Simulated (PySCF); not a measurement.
Species: C₅H₁₃N₂ (doublet state).
Atom-mapped SMILES: `[CH3:1][CH:2][CH2:3][NH:4][CH2:5][CH2:6][NH2:7]` (hydrogens: H8, H9, H10 on C1; H11 on C2; H12, H13 on C3; H14 on N4; H15, H16 on C5; H17, H18 on C6; H19, H20 on N7)

Geometry (GFN2-xTB, Å), atoms numbered from 1 in this order:
```xyz
20
C5H13N2 angstrom
C      2.928    1.876    0.171
C      1.652    1.240    0.559
C      0.723    0.692   -0.452
N     -0.202   -0.258    0.141
C     -1.081   -0.889   -0.824
C     -2.028   -1.860   -0.104
N     -2.836   -1.242    0.929
H      3.390    1.349   -0.665
H      2.778    2.915   -0.154
H      3.623    1.898    1.008
H      1.305    1.308    1.574
H      0.104    1.496   -0.893
H      1.297    0.254   -1.295
H      0.323   -0.972    0.640
H     -0.531   -1.429   -1.617
H     -1.666   -0.096   -1.305
H     -2.696   -2.321   -0.837
H     -1.440   -2.653    0.368
H     -3.429   -0.526    0.517
H     -2.219   -0.771    1.584
```

The hyperfine couplings belong to this conformer and change with its torsions.

Level of theory: PySCF, UKS B3LYP, pcH-1 on C H N, non-relativistic, mean-field spin-orbit, GIAO. One conformer (not necessarily the lowest) at the GFN2-xTB geometry, without solvent, vibrations or thermal averaging. Couplings are sensitive to structure, and on GFN2-xTB geometries they can be far from those on DFT ones. No stability test was run, so a lower SCF solution isn't excluded.

(1) Predict the first-order ENDOR lines of N4, H12/H13, H8/H9/H10, H11, H14, H15/H16 and H17/H18 under fast tumbling at B = 1207.4 mT (Q band).

(2) Which pairs are centred on the nuclear Larmor frequency, and which on half the coupling?

## Answers

(1) For S = 1/2 in fast tumbling each set of equivalent nuclei gives two lines, ν± = |νn ± a/2| to first order, with νn = g_N μN B/h and μN/h = 7.62259 MHz/T.

```tsv
nuclei	isotope	g_N	νn (MHz)	a_iso (MHz)	lower line (MHz)	upper line (MHz)
N4	14N	0.4038	3.72	8.45	0.51	7.94
H12/H13	1H	5.5857	51.41	92.41	5.20	97.61
H8/H9/H10	1H	5.5857	51.41	76.49	13.17	89.65
H11	1H	5.5857	51.41	-60.29	21.26	81.55
H14	1H	5.5857	51.41	-2.08	50.37	52.45
H15/H16	1H	5.5857	51.41	0.73	51.04	51.78
H17/H18	1H	5.5857	51.41	0.58	51.12	51.70
```

(2) Centred on νn, since |a| < 2νn: H12/H13, H8/H9/H10, H11, H14, H15/H16 and H17/H18. Centred on |a|/2 and split by 2νn: N4.

Nuclei that the bonding pattern makes equivalent are averaged, as if the motion that swaps them (rotation, inversion, ring flip) were fast. The three 1H nuclei of mean +76.5 MHz run from 31.5 to 152.3 MHz in the frozen geometry. The 1H value of +92.4 MHz is a mean of couplings from 48.2 to 136.6 MHz in this one geometry, not an average over conformers.
